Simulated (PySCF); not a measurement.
A species of formula C8H15N has this rotational fingerprint, computed with PySCF 2.14.0, PBE0-D3(BJ)/def2-SVP geometry optimisation, gas phase:

* Rotational constants: A = 2851, B = 1147, C = 912.4 MHz
* Dipole components: |μa| = 0.24 D, |μb| = 0.53 D, |μc| = 0.13 D
* Inertial defect: -64.03 u·Å²
* κ: -0.76

**Question.** Which candidate fits, each taken in the one conformer that was computed?
A. `CC(C)=C=C(C)N(C)C`
B. `[CH3:1][NH:2][C@@H:3]1[CH:4]=[CH:5][CH2:6][CH2:7][CH2:8][CH2:9]1` with C1–N2–C3–C4 65°, N2–C3–C4–C5 173°, C4–C5–C6–C7 55°, C5–C6–C7–C8 -72°, C6–C7–C8–C9 65°
C. `[CH2:1]1[CH2:2][CH2:3][C@H:4]2[NH:5][CH2:6][CH2:7][C@H:8]2[CH2:9]1` with C9–C1–C2–C3 -58°, C1–C2–C3–C4 58°, C2–C3–C4–N5 -166°, C3–C4–N5–C6 82° (octahydroindole)

**Answer.** B. It is CN[C@@H]1C=CCCCC1, an asymmetric top, point group C1. The candidates at the same level (rigid rotor, commonest isotopes):

```json
{"SMILES": "CN[C@@H]1C=CCCCC1", "A (MHz)": "2851", "B (MHz)": "1147", "C (MHz)": "912.4", "μa (D)": "0.24", "μb (D)": "0.53", "μc (D)": "0.13", "Δ (u·Å²)": "-64.03", "point group": "C1", "rotor": "asymmetric top"}
{"SMILES": "C1CC[C@H]2NCC[C@H]2C1", "A (MHz)": "2792", "B (MHz)": "1477", "C (MHz)": "1183", "μa (D)": "0.54", "μb (D)": "0.28", "μc (D)": "0.75", "Δ (u·Å²)": "-95.92", "point group": "C1", "rotor": "asymmetric top"}
{"SMILES": "CC(C)=C=C(C)N(C)C", "A (MHz)": "2569", "B (MHz)": "897.1", "C (MHz)": "804.6", "μa (D)": "0.58", "μb (D)": "0.19", "μc (D)": "0.25", "Δ (u·Å²)": "-131.98", "point group": "C1", "rotor": "asymmetric top"}
```

`CC(C)=C=C(C)N(C)C` has B 22 % too low; `C1CC[C@H]2NCC[C@H]2C1` has C 30 % too high. No structure here is proved a minimum.
